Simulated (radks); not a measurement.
Spherical quantum dot in the effective-mass picture: electrons in a parabolic well V = omega^2 r^2 / 2 with omega = 0.201, all in effective atomic units (hartree* = m*/eps^2 hartree, bohr* = eps/m* bohr), one dielectric constant everywhere. Method: non-relativistic Kohn-Sham, PBEsol, spin-polarised, spherical densities; computed with a radial shooting solver with Libxc functionals. Levels are named by radial order and angular momentum (1s, 1p, 1d, 2s, ...), and open shells are averaged over m.

N = 4, configuration 1s2 1p(up 2, down 0). This is the lowest configuration that the search found. Occupied and some empty levels:

| level | occupation | eigenvalue (hartree*) | <r> (bohr*) |
|---|---|---|---|
| 1s up | 1 | 1.1279 | 3.331 |
| 1s down | 1 | 1.1613 | 3.201 |
| 1p up | 2 | 1.2446 | 4.033 |
| 1p down | 0 | 1.2872 | 4.009 |
| 1d up | 0 | 1.3852 | 4.582 |
| 1d down | 0 | 1.4293 | 4.615 |
| 2s up | 0 | 1.4362 | 4.049 |
| 2s down | 0 | 1.4596 | 4.113 |
| 1f up | 0 | 1.5416 | 5.063 |
| 1f down | 0 | 1.5833 | 5.128 |

Energy (hartree*): total 3.02411, kinetic 0.54868, external 1.2089, Hartree 1.9627, exchange-correlation -0.69618.
